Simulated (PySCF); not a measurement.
## Substituent effects on chemical shifts

Parent skeleton `[SiH3:1][SiH2:2][SiH3:3]`; one hydrogen on atom 1 is replaced by X. Hydrogens on one atom are averaged.

[PySCF 2.14.0 with density-fitted response routines: geometry from PBE0-D3(BJ)/def2-SVP; shieldings: GIAO PBE0/pcSseg-1; non-relativistic Hamiltonian; no solvent; single conformer; one averaged value for each set of equivalent atoms]

Shifts are taken against calculated references (same method and geometry level): TMS for 29Si, 1H.

Parent (X = H): Si1 -104.7, Si2 -117.9, Si3 -104.7, H(Si1) 3.63, H(Si2) 3.45, H(Si3) 3.63 ppm. Effects are Δδ = δ(X) − δ(H), positive for deshielding.

Known members:
```json
{"X": "vinyl", "Si1": "+41.6", "Si2": "+3.8", "Si3": "-1.7", "H(Si1)": "+0.65", "H(Si2)": "-0.04", "H(Si3)": "-0.04"}
```

Four more derivatives gave (Δδ, ppm):
| compound | Si1 | Si2 | Si3 | H(Si1) | H(Si2) | H(Si3) |
| --- | --- | --- | --- | --- | --- | --- |
| 1 | +34.2 | -1.3 | -3.3 | +0.56 | -0.04 | -0.04 |
| 2 | +8.8 | -2.6 | +3.6 | +0.36 | +0.02 | -0.04 |
| 3 | +48.6 | -8.5 | +4.4 | +0.70 | -0.33 | +0.01 |
| 4 | +10.6 | +3.5 | -1.8 | +0.67 | +0.08 | +0.19 |

Their substituents are BH2, CH=NH, CN, cPr. Which is which?

## Answers

1: X = CH=NH ([H]/N=C\[SiH2][SiH2][SiH3]); 2: X = BH2 (B[SiH2][SiH2][SiH3]); 3: X = cPr ([SiH3][SiH2][SiH2]C1CC1); 4: X = CN (N#C[SiH2][SiH2][SiH3]).
